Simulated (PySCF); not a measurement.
# Working out the ionisation energy of Cl+

Cl+ [Ne] 3s2 3p4 (3P) → Cl(2+) [Ne] 3s2 3p3 (4S). Calculation: PySCF 2.14, in def2-QZVPPD (10s7p5d2f1g, 79 functions); no relativity, point nucleus. Frozen: [Ne]. Energies in hartree (1 hartree = 27.21139 eV):

| part | Cl+ (lower) | Cl(2+) (upper) |
| --- | --- | --- |
| UHF | -459.057255 | -458.226989 |
| CCSD correlation | -0.159799 | -0.122580 |
| (T) | -0.005355 | -0.004014 |

What does Hartree-Fock give?

(-458.226989) − (-459.057255) = 0.830266 hartree = 22.593 eV.

What do CCSD and CCSD(T) give?

The CCSD correlation energies differ by 0.037219 hartree = 1.013 eV and the triples by 0.001341 hartree = 0.036 eV, so CCSD gives 23.606 eV and CCSD(T) 23.642 eV.

Measured between the centres of the two terms (NIST): 23.771 eV, so CCSD(T) (valence) is off by -0.129 eV.

What remains against the reference includes basis incompleteness, the frozen core and higher excitations.
